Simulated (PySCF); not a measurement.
Isomers of C5H8O3, one GFN2-xTB conformer each. Single-point energies are computed at PBE0/pcSseg-1 (PySCF, gas phase, no added dispersion term), electronic only.

```csv
SMILES,GFN2-xTB relative energy (kcal/mol)
CCO[C@H]1OCC1=O,21.2
O=C[C@@H]1CO[C@@H]1CO,27.1
CC(=O)O[C@H](C)C=O,0.0
```

Conformers: `[CH3:1][CH2:2][O:3][C@H:4]1[O:5][CH2:6][C:7]1=[O:8]` with C1–C2–O3–C4 179°, C2–O3–C4–O5 74°; `[O:1]=[CH:2][C@@H:3]1[CH2:4][O:5][C@@H:6]1[CH2:7][OH:8]` with O1–C2–C3–C4 177°, O5–C6–C7–O8 -52°, C6–C7–O8–H 55°; `[CH3:1][C:2](=[O:3])[O:4][C@H:5]([CH3:6])[CH:7]=[O:8]` with C1–C2–O4–C5 -175°, C2–O4–C5–C6 -167°, O4–C5–C7–O8 5°.

**Question.** What does PBE0/pcSseg-1 give for the same structures?

**Answer.** 
```tsv
SMILES	PBE0/pcSseg-1 E (Eh)	PBE0/pcSseg-1 (kcal/mol)	GFN2-xTB (kcal/mol)	point group
CC(=O)O[C@H](C)C=O	-420.50887	0.0	0.0	C1
CCO[C@H]1OCC1=O	-420.44854	37.9	21.2	C1
O=C[C@@H]1CO[C@@H]1CO	-420.44599	39.5	27.1	C1
```

Both levels put the same isomer lowest; measured from each level's own lowest isomer, the values differ by up to 16.7 kcal/mol (CCO[C@H]1OCC1=O: 21.2 against 37.9). As drawn, the lowest has a C(=O)–O unit, which the highest lacks; the highest has a four-membered ring and an O–H bond, which the lowest lacks. Neighbours under 2.5 kcal/mol apart (CCO[C@H]1OCC1=O and O=C[C@@H]1CO[C@@H]1CO) can change places with a better method, another conformer or zero-point energy.

**Question.** Which frontier levels, dipoles and rotational constants go with these structures?

**Answer.** 
| SMILES | HOMO (eV, PBE0/pcSseg-1) | LUMO (eV) | dipole (D) | A, B, C (MHz) |
| --- | --- | --- | --- | --- |
| CC(=O)O[C@H](C)C=O | -7.63 | -0.86 | 3.28 | 3124, 1576, 1302 |
| CCO[C@H]1OCC1=O | -7.66 | -1.21 | 2.01 | 4433, 1211, 1023 |
| O=C[C@@H]1CO[C@@H]1CO | -7.29 | -0.69 | 2.85 | 2848, 2114, 1527 |
